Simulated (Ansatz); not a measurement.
Reaction (cleavage of the Si–Al bond): `C[SiH](N)[AlH2]` + `N#CN` → `C[SiH](N)NC#N` + `[AlH3]`

Isolated molecules relaxed with PBE0-D4/def2-TZVP in Ansatz; ΔE leaves out vibrations. CCSD(T)/CBS adds triple-zeta CCSD(T) − MP2 to the extrapolated MP2 energy (def2 sets, frozen cores). This one scheme is used for every species. DFT in def2-TZVPP. B3LYP here is the variant with VWN-RPA as its local correlation; programs differ in this. One conformer a species, not always the lowest.

```
   level  ΔE (kJ/mol)
B3LYP-D4        -92.5
 ωB97X-V        -91.6
```

(1) What does CCSD(T)/CBS give? (An estimate is asked.)

Largest T1 diagnostic among the species: 0.014.

Results:

(1) Computed: -93.1 kJ/mol. The listed levels differ from it by 0.6, 1.5 kJ/mol.

From PBE to PBE0 (25 % exact exchange), in def2-TZVPP and without D4, ΔE moves by −7.5 kJ/mol. The D4 term adds −5.3 kJ/mol with B3LYP and −2.9 kJ/mol with PBE0; it sums over pairs of atoms, weighted by their polarisabilities, and B3LYP, whose exchange is more repulsive, gets the larger term.
